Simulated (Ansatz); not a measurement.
Geometry optimisation, RKS LDA/def2-SVP (Ansatz 0.2.0).

Input:

```yaml
crystal:
  periodic: [false, false, false]
  atoms:
    - { symbol: Ge, position_ang: [-0.028993, -0.105769, -0.808907] }
    - { symbol: Cl, position_ang: [1.733303, -0.090134, 2.118596] }
    - { symbol: H, position_ang: [2.137151, 0.150008, 0.862903] }
    - { symbol: O, position_ang: [-1.009457, 1.364125, -0.902877] }
    - { symbol: H, position_ang: [-1.917379, 1.132707, -0.602472] }
    - { symbol: O, position_ang: [-1.401035, -1.11137, -0.253619] }
    - { symbol: H, position_ang: [-1.169689, -2.035967, -0.034924] }
basis:
  gaussian: { orbitals: def2-SVP }
hamiltonian:
  xc: lda
relax:
  f_tol: 0.03
  max_steps: 50
output:
  orbitals: {}
```

Launched with:

```bash
$ ansatz run input.yaml --threads 2 --pin off --max-ram 3072MiB --backend cpu --events-out ev --progress --plain --runs-dir out
```

Q: Where does it end, and by what steps?

A: The run converged. After 8 steps the energy has fallen by 0.047 eV; H3 moved furthest, 0.39 Å.

| step | energy less start (eV) | largest force component (eV/Å) | accepted |
| --- | --- | --- | --- |
| 0 | 0.0000 | 0.925 | yes |
| 1 | -0.0080 | 0.367 | yes |
| 2 | -0.0187 | 0.654 | yes |
| 3 | -0.0387 | 0.389 | yes |
| 4 | -0.0425 | 0.270 | yes |
| 5 | -0.0423 | 0.396 | no |
| 6 | -0.0452 | 0.124 | yes |
| 7 | -0.0471 | 0.068 | yes |
| 8 | -0.0473 | 0.008 | yes |

```xyz
7
Properties=species:S:1:pos:R:3
Ge 0.040 -0.098 -0.671
Cl 1.783 0.058 2.072
H 1.789 0.025 0.747
O -0.928 1.370 -0.819
H -1.865 1.159 -0.608
O -1.351 -1.140 -0.266
H -1.123 -2.071 -0.076
```

Whether the end is a true minimum wasn't checked by a vibrational analysis.

Time of the run: 9.5 s on 2 threads of Arm Neoverse V1, on a shared host, peak memory 0.13 GiB.
